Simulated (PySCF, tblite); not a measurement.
A database entry of computed molecular properties. Lists by class give the value and the number of equivalent atoms.

```json
{
 "formula": "C4H6NOS",
 "smiles": "C=C([S-])NC(C)=O",
 "charge": -1,
 "multiplicity": 1,
 "geometry_level": "GFN2-xTB",
 "electronic_structure_code": "PySCF",
 "results": {
  "GFN2-xTB geometry": {
   "point_group": "Cs",
   "rotational_constants_GHz": [4.466, 1.304, 1.016]
  },
  "PBE0/pcSseg-1 ground state and GIAO shieldings, non-relativistic": {
   "homo_eV": -0.29,
   "lumo_eV": 4.22,
   "shift_vs_computed_TMS_C_by_class_ppm": [
    [164.1, 1],
    [160.7, 1],
    [81.9, 1],
    [28.0, 1]
   ],
   "shift_vs_computed_TMS_H_by_class_ppm": [
    [6.99, 1],
    [5.07, 1],
    [4.03, 1],
    [1.52, 3]
   ],
   "shielding_other_nuclei_by_class_ppm": [
    ["N", 70.7, 1],
    ["O", -75.3, 1],
    ["S", 474.6, 1]
   ]
  },
  "GFN2-xTB harmonic vibrations, gas phase": {
   "strongest_ir_bands_cm-1_km_per_mol_modes": [
    [945.9, 40.2, 1],
    [1401.4, 386.0, 1],
    [1628.0, 146.8, 1],
    [1732.7, 637.5, 1],
    [3013.5, 39.4, 1],
    [3137.6, 55.6, 1]
   ],
   "zpe_kcal_per_mol": 59.0
  }
 }
}
```

The zero-point energy, half the sum of the 33 harmonic wavenumbers, equals 20620 cm⁻¹ or 247 kJ/mol. The rotational constants make it an asymmetric top with κ = (2B − A − C)/(A − C) = -0.83, nearer the prolate limit (−1). With B = h/(8π²I), that is 505.379 GHz u Å² over I, the principal moments of inertia are 113.2, 387.5 and 497.5 u Å² (most abundant isotopes).

 NMR classes are plain means over equivalent atoms (diastereotopic ones count apart unless rotation or inversion swaps them), as if these changed places fast; in this geometry the members of some classes differ. No diffuse functions stand in pcSseg-1, which bears on an anion's orbital energies.

For the NMR shielding job (PBE0/pcSseg-1), on an Intel Xeon at 2.70 GHz with one thread, no GPU (shared host), this took 43 s wall and 0.72 GiB of memory at its peak.

Conformer computed: `[CH2:1]=[C:2]([S-:3])[NH:4][C:5]([CH3:6])=[O:7]`: C1–C2–N4–C5 0°, C2–N4–C5–C6 180°.

One conformer stands for the species.
